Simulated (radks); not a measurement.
The numbers below are computed, except where a source is named.
Fractional charge and spin in the 2s shell of beryllium: the spin-up occupation runs from 0 to 1 and the spin-down occupation from 0 to 1; the fullest corner is Be, [He] 2s(up 1, down 1). Level of theory: scalar-relativistic Kohn-Sham, PBE, spin-polarised, spherical densities, point nucleus (a radial shooting solver on a logarithmic mesh with Libxc functionals). Energy (eV) minus the two flat planes that join the four corners (they meet along the diagonal where the two added fractions sum to one electron); zero is where a piecewise linear energy would lie.

| down \ up | 0 | 0.25 | 0.5 | 0.75 | 1 |
|---|---|---|---|---|---|
| 0 | 0.000 | -0.699 | -0.967 | -0.743 | 0.000 |
| 0.25 | -0.699 | -0.767 | -0.416 | 0.420 | -0.616 |
| 0.5 | -0.967 | -0.416 | 0.552 | -0.384 | -0.838 |
| 0.75 | -0.743 | 0.420 | -0.384 | -0.738 | -0.634 |
| 1 | 0.000 | -0.616 | -0.838 | -0.634 | 0.000 |

Corners above the fullest one (they belong to Be+ and the next ion): (up 1, down 0) 8.998 eV, (up 0, down 1) 8.998 eV, (up 0, down 0) 27.499 eV. With half an added electron in each spin the energy lies 0.552 eV from the planes (fractional-spin error, the static-correlation error of a stretched bond), and with half an added electron in spin up alone -0.967 eV (fractional-charge error). For a frontier s shell over closed shells the exact functional lies on the planes.
